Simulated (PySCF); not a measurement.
Input of a run (PBE0-D3(BJ)/def2-SVP geometry optimisation, gas phase (PySCF 2.14.0)), started from GFN2-xTB:
```
{"job": {"xc": "PBE0", "basis": "def2-SVP", "d3": "d3bj", "grid": 1, "kind": "geom"}, "charge": 0, "multiplicity": 1}
C     -2.333521     0.092971     0.202038
C     -0.876508    -0.239588     0.166468
C     -0.403580    -1.492680     0.532023
C      0.950016    -1.791608     0.495530
C      1.868311    -0.840638     0.090368
C      1.423516     0.424961    -0.281830
C      2.354405     1.406225    -0.698627
N      3.126159     2.184167    -1.032714
C      0.051885     0.725316    -0.244824
C     -0.391382     2.013406    -0.625675
N     -0.769692     3.050997    -0.931458
H     -2.917340    -0.759219     0.540532
H     -2.681308     0.388786    -0.787758
H     -2.515387     0.933880     0.871221
H     -1.107484    -2.247179     0.851314
H      1.291045    -2.774009     0.785039
H      2.923866    -1.063757     0.058445
```

Output (energies in Eh, forces in Eh/bohr):
```
step   0  E = -455.18968567  max force = 0.030514
step   1  E = -455.19187460  max force = 0.001522
step   2  E = -455.19188735  max force = 0.000523
step   3  E = -455.19188532  max force = 0.000828
step   4  E = -455.19188816  max force = 0.000313
optimisation converged
```

Q: Summarise the run.

A: The energy falls by 1.4 kcal/mol over 5 energy and gradient evaluations, the largest force component goes from 0.0305 to 3.1e-04 Eh/bohr, and the atoms move by 0.023 Å rms after alignment. Among the bonds, C6–C7 and C9–C10 change most and about equally (+0.016 Å). Bonds longer at the end by more than 0.005 Å: 16 of 17; shorter: 0. The energy rose by more than 1e-6 Eh at step 3. The first step brought 99 % of the lowering.

Q: What are the final bond lengths?

A: C1–C2 1.498 Å, C2–C3 1.397 Å, C3–C4 1.393 Å, C4–C5 1.390 Å, C5–C6 1.398 Å, C6–C7 1.431 Å, C7≡N8 1.159 Å, C6–C9 1.412 Å, C9–C10 1.430 Å, C10≡N11 1.159 Å, C2–C9 1.409 Å, C1–H12 1.097 Å, C1–H13 1.101 Å, C1–H14 1.101 Å, C3–H15 1.092 Å, C4–H16 1.092 Å, C5–H17 1.091 Å. Numbering counts from 1 in the input's order; the species is `Cc1cccc(C#N)c1C#N`.

The run used 184 basis functions and 36 SCF cycles in all. Time: 89 s of wall time. Hardware: one thread, Arm Neoverse V1, on a shared host.

Stationary, but not proved a minimum.
